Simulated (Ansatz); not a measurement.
A structure relaxed at PBE-D4/def2-SVP in Ansatz, charge 0, singlet:

```xyz
5

Si   -1.257    0.095   -0.418
Si    0.935    0.504    0.800
Ge    0.835   -1.826    0.336
Ge    0.475   -0.650   -1.870
Ge   -0.988    1.877    1.152
```

Task: Give its formula and point group.

Result: Si2Ge3 (the lowest singlet isomer of a short search). Point group C2 (tolerance 0.1 Å).

Task: Summarise the bond lengths by kind (pairs closer than 1.2 times the sum of covalent radii, bridged metal pairs left out).

Result: 4 × Ge–Si 2.38 to 2.39 Å; 1 × Si–Si 2.54 Å; 1 × Ge–Ge 2.53 Å.

The structure comes from a short search, and lower isomers may exist.
